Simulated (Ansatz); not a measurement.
Cost and result for the atomization energy of CH$_{7}$ClO$_{2}$Si$_{2}$, SMILES `CO[SiH](Cl)O[SiH3]` (13 atoms, 12 bonds).

Cartesian coordinates in Å:
```
C 0.276 -1.921 -1.499
O 0.340 -0.669 -0.851
Si 0.527 -0.428 0.742
Cl -0.908 -1.492 1.757
O 0.357 1.147 1.030
Si -0.595 2.453 0.722
H 1.201 -2.489 -1.358
H -0.564 -2.514 -1.127
H 0.137 -1.740 -2.565
H 1.838 -0.881 1.235
H -0.158 3.096 -0.541
H -2.015 2.036 0.605
H -0.436 3.401 1.850
```

Total charge 0; spin multiplicity 1. Geometry: relaxed with PBE0-D4/def2-TZVP. It is one conformer, not always the lowest. Program: Ansatz. All runs use 2 threads of an AMD EPYC 7R13 on a shared host and a share of an NVIDIA H100 80 GB. Times are those of one run each, without the atoms' runs, and a repeat can differ threefold. Electronic energies, without spin–orbit coupling; frozen cores. CCSD(T)/CBS adds CCSD(T) − MP2 in def2-TZVPP to the MP2 limit, and its time is that of the two runs behind it. T1 = 0.011. B3LYP takes the VWN-RPA correlation (the form of Gaussian; ORCA's B3LYP/G).

CCSD(T)/CBS is a level of theory with its own doubt, some kJ/mol a heavy atom from the limit and from the frozen cores, so smaller differences don't rank the functionals.

```
                             level  functions  wall time  atomization (kcal/mol)  difference from CCSD(T)/CBS  per bond
                ωB97X-V/def2-TZVPP        317        7 s                  1148.4                          0.8       0.1
 B3LYP-D4/def2-TZVPP (with forces)        317      9.5 s                  1138.5                         -9.1      -0.8
  ωB97M-V/def2-TZVPP (with forces)        317       10 s                  1146.9                         -0.7      -0.1
                 B2PLYP/def2-TZVPP        317       10 s                  1128.7                        -18.9      -1.6
                PBE0-D4/def2-TZVPP        317       11 s                  1131.2                        -16.4      -1.4
   PBE-D4/def2-TZVPP (with forces)        317       11 s                  1145.4                         -2.2      -0.2
                    MP2/def2-QZVPP        591       11 s                  1154.7                          7.1       0.6
                CCSD(T)/def2-TZVPP        317       13 s                  1114.8                        -32.8      -2.7
                 CCSD(T)/CBS(def2)          –       24 s                  1147.6                          0.0       0.0
r2SCAN-D4/def2-TZVPP (with forces)        317       28 s                  1144.2                         -3.4      -0.3
```

From PBE to PBE0 (25 % exact exchange), in def2-TZVPP and without D4, the atomization energy moves by −13.1 kcal/mol: exact exchange takes away binding that semilocal exchange gives to molecules. The D4 term adds +12.6 kcal/mol with B3LYP and +6.7 kcal/mol with PBE0; it sums over pairs of atoms, weighted by their polarisabilities, and B3LYP, whose exchange is more repulsive, gets the larger term. In def2-TZVPP, CCSD(T) changes the Hartree–Fock value by +263.2 kcal/mol (the triples alone add +14.5 kcal/mol) and MP2 by +283.3 kcal/mol; breaking electron pairs costs correlation energy, which Hartree–Fock lacks.
